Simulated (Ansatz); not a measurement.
Reaction (substitution at a C–B bond): `CB[CH2][AlH2]` + `CC(N)=O` → `CNC(C)=O` + `B[CH2][AlH2]`

Isolated molecules relaxed with PBE0-D4/def2-TZVP in Ansatz; ΔE leaves out vibrations. CCSD(T)/CBS adds triple-zeta CCSD(T) − MP2 to the extrapolated MP2 energy (def2 sets, frozen cores). Functionals use def2-TZVPP. B3LYP here is the variant with VWN-RPA as its local correlation; programs differ in this. Each species was taken in one conformer, which may not be the lowest.

```csv
level,ΔE (kJ/mol)
PBE-D4,69.4
B3LYP-D4,67.6
ωB97X-V,66.8
PBE,69.3
B3LYP,67.3
HF/def2-QZVPP,65.2
HF/CBS(def2),65.2
CCSD/CBS(def2),69.4
```

What does CCSD(T)/CBS give? (Best estimate.)

Computed: +68.6 kJ/mol. The listed levels differ from it by 0.8, -1.0, -1.8, 0.7, -1.3, -3.4, -3.4, 0.8 kJ/mol.

Largest T1 diagnostic among the species: 0.014.
